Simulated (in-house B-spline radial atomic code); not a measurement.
# RPA and G0W0 on r2SCAN0: Hg7+

Configuration [Xe] 4f14 5d5, highest spin, mean-field start r2SCAN0. Computed with a B-spline radial code for spherical atoms: all electrons, scalar-relativistic (spin-free one-electron X2C), finite nucleus, each spin shell either full or empty, empty states to l = 9 with an (l + 1/2)⁻⁴ tail; G0W0 by contour deformation at full frequency.

Without the two-electron picture change, the correlation of inner shells comes somewhat too large for so heavy an element.

Command:
```bash
python run_gw.py task.json out
```
Settings (radii: box in bohr, nucleus in fm):
```
Z                        80
electrons                73
configuration            [Xe] 4f14 5d5
hamiltonian              x2c
method                   r2scan0
lmax                     9
rms_radius               5.4648
spin_polarised           True
box_radius               8.41
intervals                65
```

Cost of the run: 6 s on 1 thread of Arm Neoverse V2, with other jobs on the host.

Energies (hartree):

| term | value |
| --- | --- |
| mean-field total | -19612.91957 |
| Hartree-Fock functional on these orbitals | -19607.63830 |
| direct second order | -7.2845 |
| second-order exchange | 1.8296 |
| SOSEX correction | 1.7382 |

(1) What is the RPA correlation energy, and what remains with SOSEX?

Quasi-particle levels (eV):

```csv
level,occupied,mean field,Σx - vxc,Σc,QP weight,G0W0
5d up,yes,-111.52,-6.03,?,?,?
5p down,yes,-171.03,-6.32,-0.60,0.965,-177.95
4f down,yes,-210.01,-16.96,6.17,0.944,-220.79
5d down,no,-100.26,7.91,-3.23,0.973,-95.58
```

G0W0 = mean field + (Σx - vxc) + Σc, with Σc (partial-wave tail included) taken at the quasi-particle energy. Only the outer levels were computed. Levels of low weight are left out.

(2) Where does G0W0 put 5d up?

## Answers

(1) RPA gives -6.4947 hartree (-2.42 eV per electron); RPA + SOSEX gives -4.7565, and the second-order doubles -5.4549 hartree (no singles). SOSEX takes back 27 % of the RPA value.

(2) At -118.01 eV, with Σc = -0.46 eV and a quasi-particle weight of 0.973. The tabulated removal energy is 113.9 ± 2.1 eV (NIST, tabulated theory); the calculation leaves out spin-orbit coupling, Breit and QED terms, and what these don't explain is the method's own error.
